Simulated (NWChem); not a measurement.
MoH₂F₄; SMILES [F][MoH2]([F])([F])[F]

def2 effective core potentials on Mo; no spin-orbit coupling.

### Question
Give the equilibrium geometry at PBE0/def2-SVP with def2 effective core potentials on Mo (NWChem) as an XYZ file, with the point group.

### Answer
point group C2v; any orientation.
```
7

Mo     0.0000     0.0000     0.1487
F     -1.7893     0.1278    -0.2612
F      0.0131     1.7938    -0.2612
F      1.7893    -0.1278    -0.2612
F     -0.0131    -1.7938    -0.2612
H     -0.5996    -0.5542     1.5772
H      0.5996     0.5542     1.5772
```
